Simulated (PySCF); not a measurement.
Molecule: Cyanopolyynes (C(#C)C#CC#CC#N, C7HN).

Atoms are numbered as in `[CH:1]#[C:2][C:3]#[C:4][C:5]#[C:6][C:7]#[N:8]`. Each H is labelled by its parent atom.

Spin–spin couplings on one PBE0-D3(BJ)/def2-SVP geometry, PySCF, gas phase, non-relativistic, equivalent pairs averaged; isotopes 13C, 1H; basis pcJ-1.

How do the couplings (Hz) change with the functional? Times are CPU seconds on shared hosts with different chips, so compare them loosely.

## Answers


```tsv
functional	functions	1J(C1,H(C1))	1J(C5,C6)	1J(C3,C4)	1J(C1,C2)	1J(C4,C5)	1J(C2,C3)	1J(C6,C7)	core-s
LDA	226	229.2	218.3	213.3	195.6	157.1	151.2	147.5	19
PBE	226	266.9	236.2	231.4	213.1	174.8	168.9	161.2	33
KT2	226	295.8	224.1	220.0	199.4	165.1	158.6	146.9	35
B3LYP	226	289.7	257.5	251.9	231.9	192.9	186.2	182.4	42
PBE0	226	276.2	256.8	251.7	229.0	192.4	185.1	179.1	46
B97-2	226	265.2	249.0	243.9	225.4	187.1	180.4	174.5	43
CAM-B3LYP	226	286.1	266.5	261.1	236.3	197.8	189.4	187.0	63
``` Left out for a near triplet instability: HF/pcJ-1, BHandHLYP/pcJ-1.
